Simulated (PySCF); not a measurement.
Work out the structure from these simulated measurements.

Formula: H7NOSi2.

| Quantity | Value |
| --- | --- |
| Triplet | lowest triplet excitation (Tamm–Dancoff): 4.95 eV [TDA B3LYP/def2-SVPD] |
| Rotational structure | rotational constants A, B, C: 10.813, 2.012, 1.790 GHz [PBE0-D3(BJ)/def2-SVP] |
| Valence photoelectron | vertical ionisation energy: 9.26 eV [ΔSCF B3LYP/def2-SVPD] |
| Polarisability | 71.0 au [B3LYP/def2-SVPD] |
| UV, first state | lowest singlet excitation: 5.29 eV (234 nm, f = 0.002) [TDDFT B3LYP/def2-SVPD] |
| XPS | Si2p3/2 106.7, Si2p3/2 107.0, N1s 404.8, O1s 538.4, Si1s 1846.5, Si1s 1846.9 eV [ΔSCF SCAN, pcX-2 on the ionised atom, pcseg-1 elsewhere, spin-free X2C, 2p3/2 from a spin–orbit splitting computed afterwards within the 2p shell] |
| UV, strongest line | among the 10 lowest singlet transitions: S7 at 7.00 eV (177 nm, f = 0.114) [TDDFT B3LYP/def2-SVPD] |
| Dipole | 2.41 D [B3LYP/def2-SVPD] |

Gas-phase values; electronic properties from PySCF, density fitting. Levels stand in brackets. The structure is a single PBE0-D3(BJ)/def2-SVP conformer in the gas phase; no vibrational or solvent corrections.

Question: Give a SMILES that accounts for the data.

Answer: Numbering: `[NH2:1][SiH2:2][SiH2:3][OH:4]`. Its formula, H7NOSi2, gives 0 degrees of unsaturation, so no ring and no π bond. The core levels belong to: Si2p3/2 106.7 eV, SiH2 silicon [Si2]; Si2p3/2 107.0 eV, oxygen-bound silicon [Si3]; N1s 404.8 eV, silicon-bound nitrogen [N1]; O1s 538.4 eV, silanol oxygen [O4]; Si1s 1846.5 eV, SiH2 silicon [Si2]; Si1s 1846.9 eV, oxygen-bound silicon [Si3]. S1 is mainly HOMO→LUMO (weight 0.98); the largest Löwdin shares of the orbital it empties are 0.39 on the silicon-bound nitrogen, 0.19 on the SiH2 silicon, 0.12 on the oxygen-bound silicon and 0.10 on an Si–H hydrogen, of the orbital it fills 0.23 on the oxygen-bound silicon, 0.19 on the SiH2 silicon, 0.14 on the silanol oxygen and 0.08 on the silicon-bound nitrogen. The optimised geometry has point group C1 and is an asymmetric top. Structure: `N[SiH2][SiH2]O`. Computed isomers that give other values at the same levels: `O[SiH2]N[SiH3]` (rotational constant A: 12.566 GHz; this holds for the one conformer computed); `N[SiH2]O[SiH3]` (core binding energies: Si2p3/2 107.4, Si2p3/2 107.5, N1s 404.9, O1s 537.6, Si1s 1847.4, Si1s 1847.5 eV). The assignments are read from this structure; whether some other isomer fits the data as well wasn't checked.

Shape of the structure used: `[NH2:1][SiH2:2][SiH2:3][OH:4]`: N1–Si2–Si3–O4 167°, H–N1–Si2–Si3 -51°, H–N1–Si2–Si3 169°, H–O4–Si3–Si2 -47°.
